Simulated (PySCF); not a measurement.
C₂H₉NOSi₂, SMILES [SiH3]/N=C\CO[SiH3]. Geometry optimised at r2SCAN-D4/def2-SVP. The structure was generated by enumeration; whether it is a known compound was not checked. Other conformers were not sampled.

Question: Give the equilibrium geometry at r2SCAN-D4/def2-SVP (PySCF confirms it by a frequency run) as a Z-matrix. (The exact figures need the calculation; the answer reports its results.)

Answer: One answer among several that fit: 
```
C
H 1 1.1075
O 1 1.4080 2 107.67
H 1 1.1091 2 106.53 3 -120.75
C 1 1.5171 2 107.65 4 -118.28
N 5 1.2654 1 127.79 2 82.85
H 5 1.1136 6 119.65 1 177.87
Si 3 1.6733 1 123.18 2 -162.04
Si 6 1.7459 5 133.66 7 179.45
H 8 1.4848 3 106.18 1 177.17
H 9 1.4898 6 107.18 5 128.79
H 9 1.4911 11 109.52 6 -115.48
H 8 1.4959 10 110.29 3 -120.74
H 8 1.4963 10 110.79 13 -119.82
H 9 1.5037 11 108.23 12 -117.65
```
